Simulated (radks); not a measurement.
Values are calculated unless marked as measured or tabulated.
Valence configurations of Ga (all share [Ar]). Level of theory: scalar-relativistic Kohn-Sham, r2SCAN, spin-polarised, spherical densities, finite nucleus; open shells are filled with parallel spins first; meta-GGA in the generalised Kohn-Sham scheme; Fermi nuclear charge, rms radius 3.9973 fm (a radial shooting solver on a logarithmic mesh with Libxc functionals). Energies are relative to 3d10 4s2 4p1; eigenvalues in eV for spin up.

valence	E (eV)	moment (Bohr magnetons)	e(3d)	e(4p)	e(4s)
3d10 4s2 4p1	0.000	1	-19.637	-2.960	-9.616
3d10 4p3	11.680	3	-22.833	-4.851	-
3d10 4s1 4p2	4.504	3	-21.064	-4.158	-11.314
3d9.5 4s2 4p1.5	9.065	2	-24.397	-3.834	-11.093
3d9 4s2 4p2	19.677	3	-29.291	-4.664	-12.501
3d9 4s1 4p3	24.039	5	-30.409	-5.632	-13.875

NIST lists [Ar] 3d10 4s2 4p1 as the ground configuration; this level of theory agrees among the configurations tried. The energies are those of spherical high-spin densities, not of single terms.
